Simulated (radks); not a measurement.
Question: Species: Pr3+. Configuration: [Xe] 4f1 6s1 (not the ground configuration). All-electron calculation, Dirac Kohn-Sham, PBE, spin-unpolarised, spherical densities, finite nucleus; open shells are shared between the two j in proportion to 2j + 1; Fermi nuclear charge, rms radius 4.8919 fm. Program: a radial shooting solver on a logarithmic mesh with Libxc functionals.

Spin-orbit splittings of the eigenvalues, e(l+1/2) - e(l-1/2), with zeta = 2 splitting/(2l+1) and mean radii in bohr:

| shell | occ. | splitting (eV) | zeta (eV) | <r> j=l-1/2 | <r> j=l+1/2 |
|---|---|---|---|---|---|
| 2p | 6 | ? | ? | 0.08606 | 0.09237 |
| 3p | 6 | 95.48 | 63.65 | 0.2618 | 0.2740 |
| 3d | 10 | 20.56 | 8.225 | 0.2453 | 0.2492 |
| 4p | 6 | 20.86 | 13.91 | 0.6364 | 0.6635 |
| 4d | 10 | 3.717 | 1.487 | 0.7114 | 0.7208 |
| 4f | 1 | 0.4489 | 0.1283 | 0.9336 | 0.9406 |
| 5p | 6 | 3.438 | 2.292 | 1.576 | 1.644 |

Estimate the 2p splitting.

Answer: 482.1 eV (zeta = 321.4 eV).
